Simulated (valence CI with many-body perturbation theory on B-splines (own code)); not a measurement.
Kr XXIII in brief

Calculated by relativistic CI+MBPT: four valence electrons over a frozen Dirac-Fock core [Ne], radial functions for each j: 11 s, 11 p, 9 d, 7 f, 5 g, 2 h, 1 i, with the one-electron correlation potential Σ1, the two-electron term Σ2, the three-electron term Σ3, Breit, model QED; selected CI, second order for the rest (own B-spline code, finite nucleus).

No measured levels were compared; by estimate levels of excited configurations hold to 0.05 to 0.15 % of their energy, terms of the ground configuration to about 0.5 %.

Names give the largest LS component (configuration and term), which can be under half, so a name can repeat, a term be missing and a line seem to break the LS rules; names also repeat where a configuration has a term twice.

Rates and lifetimes use the calculated energies. Strong lines usually hold to 10 to 20 %, long lifetimes can be off by a factor of two.

Q: What is the ground level?

A: 3s2 3p2 3P_0, composition 84 % 3s2 3p2 3P + 14 % 3s2 3p2 1S.

Q: What is the ionisation energy?

A: 997.95 eV; NIST lists 999 ± 2.4 eV (semi-empirical).

Q: What are the static dipole polarisabilities of the lowest levels?

A: 3s2 3p2 3P_0 0.0754; 3s2 3p2 3P_1 0.0781 (tensor 0.0035); 3s2 3p2 3P_2 0.0779 (tensor 0.0015); 3s2 3p2 1D_2 0.0797 (tensor 0.0059) bohr³, of which the core gives 0.00120.

Q: Among levels below 1506300 cm⁻¹, which E1 lines absorb most strongly from the ground level?

A: to 3s2 3p 3d 3P°_1 at 11.42 nm, f = 0.408; to 3s2 3p 3d 3D°_1 at 11.24 nm, f = 0.246; to 3s 3p3 3S°_1 at 12.72 nm, f = 0.133.

Q: How well does LS coupling describe the low levels?

A: Among the lowest 20 levels the leading LS term, summed over configurations, holds 73 % on average. For single configurations the figures are 67 % in LS and 70 % in jj coupling. Terms mix most in the J = 1 level at 875450 cm⁻¹, where the leading one holds 39 %.

Q: Where does the other parity begin?

A: At 3s 3p3 5S°_2, 468000 cm⁻¹.

Q: Name the longest-lived excited levels whose lifetime is computed, and their main decay.

A: 3s2 3p2 3P_2 at 94460 cm⁻¹ lives 6.74 ms, mostly by M1 to 3s2 3p2 3P_1; 3s2 3p2 3P_1 at 68359 cm⁻¹ lives 203 μs, mostly by M1 to 3s2 3p2 3P_0; 3s2 3p2 1D_2 at 185560 cm⁻¹ lives 61.8 μs, mostly by M1 to 3s2 3p2 3P_1. The lifetime of 3s2 3p 3d 3F°_4 is too uncertain to give, and may be longer.
